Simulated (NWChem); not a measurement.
System: BHOClF; SMILES OB(F)Cl

```xyz
5

B      0.0108    -0.4268     0.0000
F     -1.1389    -1.0889     0.0000
Cl    -0.0221     1.3255     0.0000
O      1.1859    -1.0711     0.0000
H      1.0845    -2.0302     0.0000
```
Atoms are numbered in this order, from 1.

Geometry: optimised at PBE0/def2-SVP.

Symmetry labels are those of Cs in the frame above (b1 and b2, or b-type labels, depend on it).

Task: List the 4 lowest vertical singlet excitations from PBE/6-31G* (spherical d), full TDDFT (NWChem).

Result: 
```json
[
 {"state": "S1", "energy (eV)": "7.59", "oscillator strength": "0.000", "symmetry": "a\"", "leading excitation (squared amplitude)": "HOMO → LUMO (1.00)"},
 {"state": "S2", "energy (eV)": "8.38", "oscillator strength": "0.016", "symmetry": "a'", "leading excitation (squared amplitude)": "HOMO → LUMO+1 (0.65)"},
 {"state": "S3", "energy (eV)": "8.53", "oscillator strength": "0.108", "symmetry": "a'", "leading excitation (squared amplitude)": "HOMO−1 → LUMO (0.59)"},
 {"state": "S4", "energy (eV)": "8.65", "oscillator strength": "0.000", "symmetry": "a\"", "leading excitation (squared amplitude)": "HOMO−1 → LUMO+1 (0.99)"}
]
```
